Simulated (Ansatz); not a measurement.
A structure relaxed at PBE-D4/def2-SVP in Ansatz, charge 1, doublet:

```xyz
4

Cd    0.180   -0.557    1.667
Cd   -0.180    0.558   -1.668
Cl    1.400    1.130    0.227
Cl   -1.400   -1.131   -0.226
```

(1) Give its formula and point group.

(2) Summarise the bond lengths by kind (pairs closer than 1.2 times the sum of covalent radii, bridged metal pairs left out).

Answers

(1) Cd2Cl2⁺. Point group D2h (tolerance 0.1 Å).

(2) 4 × Cd–Cl 2.53 Å.

In the def2 sets Cd takes a core potential; there is no spin–orbit coupling. Another isomer (doublet) lies 0.42 eV lower at PBE0-D4/def2-TZVP; other spin states weren't run for this one.
